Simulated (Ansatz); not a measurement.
`B/N=C(/C)Cl` + `CN[SiH2][SiH3]` → `BN(C)[SiH2][SiH3]` + `CC(=N)Cl` at 700 K and 1 bar (ligand exchange at a B–N bond).

Isolated molecules relaxed with PBE0-D4/def2-TZVP in Ansatz; ΔE leaves out vibrations. CCSD(T)/CBS adds triple-zeta CCSD(T) − MP2 to the extrapolated MP2 energy (def2 sets, frozen cores). One conformer a species, not always the lowest.

| species | CCSD(T)/CBS energy (Eh) | H − E (kJ/mol) | S (J/(mol·K)) |
| --- | --- | --- | --- |
| `B/N=C(/C)Cl` | -618.39435 | 257.0 | 434.2 |
| `CN[SiH2][SiH3]` | -676.32808 | 342.4 | 502.6 |
| `BN(C)[SiH2][SiH3]` | -701.75815 | 388.8 | 536.0 |
| `CC(=N)Cl` | -592.98219 | 211.3 | 373.1 |

H − E and S are ideal-gas, rigid-rotor, harmonic terms from PBE0-D4/def2-TZVP, for one conformer and one mirror image of each species. 1 Eh = 2625.50 kJ/mol, R = 8.31446 J/(mol·K).

Q: By hand: ΔE, ΔH, ΔS and ΔG.

A: ΔE = (-701.75815) + (-592.98219) − (-618.39435) − (-676.32808) = -0.01791 Eh = -47.0 kJ/mol. Δ(H − E) = 388.8 + 211.3 − 257.0 − 342.4 = 0.7, so ΔH = -46.3 kJ/mol. ΔS = 536.0 + 373.1 − 434.2 − 502.6 = -27.7 J/(mol·K). ΔG = -46.3 − 700 × (-27.7)/1000 = -26.9 kJ/mol.

Q: By hand: the equilibrium constant, and the temperature at which ΔG would vanish if ΔH and ΔS stayed fixed.

A: log₁₀ K = −ΔG/(RT ln 10) = 2.0. ΔG = 0 at ΔH/ΔS = 1671 K.

TΔS isn't small against ΔH here. A doubt of 5 kJ/mol in ΔE shifts log₁₀ K by 0.4 here. Other conformers and mirror images would add mixing entropy, several J/(mol·K) or more a flexible species. Modes under 60 cm⁻¹, often nearly free rotors, make the harmonic entropy too high. These are equilibria of isolated gas molecules and say nothing of rates. Largest T1 diagnostic: 0.014 (customary marks: 0.02 for closed shells, 0.045 for open ones).
